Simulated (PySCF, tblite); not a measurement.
Parent: `[CH3:1][c:2]1[cH:3][p:4][cH:5][p:6][cH:7]1`, C5H6P2.

The geometries are computed with GFN2-xTB (gas phase). One conformer each, not checked by frequencies here.

```csv
coordinate of the parent,value
C1–C2,1.504 Å
C2–C3,1.388 Å
C3–P4,1.730 Å
P4–C5,1.728 Å
C5–P6,1.726 Å
P6–C7,1.733 Å
C2–C7,1.384 Å
C1–C2–C3,116.9°
C1–C2–C7,118.6°
C3–C2–C7,124.5°
C2–C3–P4,129.3°
C3–P4–C5,103.0°
P4–C5–P6,130.9°
C5–P6–C7,103.1°
C2–C7–P6,129.2°
```

How does the shared frame change in `[CH3:1][c:2]1[cH:3][p:4][cH:5][p:6][c:7]1[F:8]`, C5H5FP2? Atoms pair as C1 = C1, C2 = C2, C3 = C3, P4 = P4, C5 = C5, P6 = P6, C7 = C7 (parent first).

| parent | relative | value in the relative | change |
| --- | --- | --- | --- |
| C1–C2 | C1–C2 | 1.502 Å | -0.002 |
| C2–C3 | C2–C3 | 1.384 Å | -0.004 |
| C3–P4 | C3–P4 | 1.734 Å | +0.004 |
| P4–C5 | P4–C5 | 1.727 Å | -0.001 |
| C5–P6 | C5–P6 | 1.726 Å | 0.000 |
| P6–C7 | P6–C7 | 1.739 Å | +0.006 |
| C2–C7 | C2–C7 | 1.389 Å | +0.005 |
| C1–C2–C3 | C1–C2–C3 | 119.6° | +2.7 |
| C1–C2–C7 | C1–C2–C7 | 117.5° | -1.1 |
| C3–C2–C7 | C3–C2–C7 | 122.9° | -1.6 |
| C2–C3–P4 | C2–C3–P4 | 129.4° | +0.1 |
| C3–P4–C5 | C3–P4–C5 | 103.1° | +0.1 |
| P4–C5–P6 | P4–C5–P6 | 131.9° | +1.0 |
| C5–P6–C7 | C5–P6–C7 | 101.1° | -2.0 |
| C2–C7–P6 | C2–C7–P6 | 131.6° | +2.4 |

Of the parent's bonds, P6–C7 and C2–C7 change most and about equally (+0.005 to +0.006 Å). Bonds of the relative outside the shared frame: C7–F8 1.363 Å.

How does the shared frame change in `[CH3:1][c:2]1[cH:3][p:4][cH:5][p:6][c:7]1[CH:8]([CH3:9])[CH3:10]` with P6–C7–C8–C9 -80°, C8H12P2? Atoms pair as C1 = C1, C2 = C2, C3 = C3, P4 = P4, C5 = C5, P6 = P6, C7 = C7 (parent first).

```json
{"parent": "C1–C2", "relative": "C1–C2", "value in the relative": "1.509 Å", "change": "+0.005"}
{"parent": "C2–C3", "relative": "C2–C3", "value in the relative": "1.390 Å", "change": "+0.002"}
{"parent": "C3–P4", "relative": "C3–P4", "value in the relative": "1.728 Å", "change": "-0.002"}
{"parent": "P4–C5", "relative": "P4–C5", "value in the relative": "1.726 Å", "change": "-0.002"}
{"parent": "C5–P6", "relative": "C5–P6", "value in the relative": "1.722 Å", "change": "-0.004"}
{"parent": "P6–C7", "relative": "P6–C7", "value in the relative": "1.752 Å", "change": "+0.019"}
{"parent": "C2–C7", "relative": "C2–C7", "value in the relative": "1.395 Å", "change": "+0.011"}
{"parent": "C1–C2–C3", "relative": "C1–C2–C3", "value in the relative": "115.4°", "change": "-1.5"}
{"parent": "C1–C2–C7", "relative": "C1–C2–C7", "value in the relative": "119.5°", "change": "+0.9"}
{"parent": "C3–C2–C7", "relative": "C3–C2–C7", "value in the relative": "125.1°", "change": "+0.6"}
{"parent": "C2–C3–P4", "relative": "C2–C3–P4", "value in the relative": "130.9°", "change": "+1.6"}
{"parent": "C3–P4–C5", "relative": "C3–P4–C5", "value in the relative": "102.0°", "change": "-1.0"}
{"parent": "P4–C5–P6", "relative": "P4–C5–P6", "value in the relative": "131.0°", "change": "+0.1"}
{"parent": "C5–P6–C7", "relative": "C5–P6–C7", "value in the relative": "104.9°", "change": "+1.8"}
{"parent": "C2–C7–P6", "relative": "C2–C7–P6", "value in the relative": "126.0°", "change": "-3.2"}
```

Of the parent's bonds, P6–C7 changes most (+0.019 Å). Bonds of the relative outside the shared frame: C7–C8 1.519, C8–C9 1.531, C8–C10 1.528 Å.
